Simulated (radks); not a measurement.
Question: Radial electron density D(r) = 4 pi r^2 rho(r) of an atom or ion with 56 electrons. Calculated with a radial shooting solver on a logarithmic mesh with Libxc functionals: Dirac Kohn-Sham, Wu-Cohen GGA, spin-unpolarised, spherical densities, finite nucleus; Fermi nuclear charge, rms radius of each element as measured or else 0.836 A^(1/3) + 0.57 fm.

```
   r/bohr * D(r) (the largest magnitude, 111, reaches the edge; | marks zero)
 0.002797 |         *
  0.00323 |           *
 0.003701 |             *
 0.004274 |                *
 0.004897 |                   *
 0.005656 |                      *
 0.006479 |                          *
 0.007483 |                              *
 0.008573 |                                 *
 0.009901 |                                    *
  0.01134 |                                       *
   0.0131 |                                         *
  0.01501 |                                          *
  0.01733 |                                         *
  0.01986 |                                        *
  0.02293 |                                       *
  0.02628 |                                     *
  0.03035 |                                     *
  0.03477 |                                     *
  0.04015 |                                        *
    0.046 |                                            *
  0.05312 |                                                 *
  0.06086 |                                                     *
  0.07029 |                                                      *
  0.08053 |                                                    *
    0.093 |                                               *
   0.1066 |                                           *
   0.1231 |                                        *
    0.141 |                                         *
   0.1628 |                                             *
   0.1865 |                                               *
   0.2154 |                                              *
   0.2468 |                                       *
    0.285 |                             *
   0.3266 |                      *
   0.3771 |                   *
   0.4321 |                    *
    0.499 |                      *
   0.5717 |                      *
   0.6603 |                  *
   0.7564 |             *
   0.8736 |         *
    1.001 |      *
    1.156 |    *
    1.324 |   *
    1.529 | *
    1.752 |*
    2.024 |*
    2.318 *
    2.677 *
    3.068 *
    3.543 *
    4.059 *
```

What is the nuclear charge?

Answer: Z = 63. The innermost maximum, from 1s, lies near gamma/Z bohr with gamma = sqrt(1 - (Z/c)^2) = 0.888, here 0.0141 bohr (found: 0.0156), and its height grows with Z. The density is that of the europium ion Eu7+ in [Kr] 4d10 4f5 5s2 5p3; the configuration itself is not fixed sharply by these data, and Z only to a few units. D(r) has 4 maxima, at r = 0.0156, 0.0686, 0.193, 0.528 bohr, and minima at 0.0301, 0.126, 0.380 bohr, inside which lie 2.02, 11.16, 29.26 electrons.
